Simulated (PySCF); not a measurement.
# From a computed spectrum to the compound

A species of 3 atoms with charge 2 has these harmonic modes (PBE0, small Gaussian bases with core potentials, PySCF 2.14.0):

```
cm⁻¹  km/mol  symmetry
 699    17.0        πu
 699    17.0        πu
1725     0.0       σg+
1901   341.9       σu+
```

(1) Which species is it, and in which structure?

Results:

(1) [PbH2]2+ (singlet):
```xyz
3

Pb    0.0000    0.0000    0.0000
H     1.7405    0.0000    0.0000
H    -1.7405    0.0000    0.0000
```
Ideal gas at 298.15 K and 1 bar: S = 216.6 J/(mol K), Cp = 36.3 J/(mol K), H − H(0 K) = 9.3 kJ/mol (rigid rotor, harmonic modes, spin degeneracy alone). 
 The answer isn't unique; the calculation gave this one.
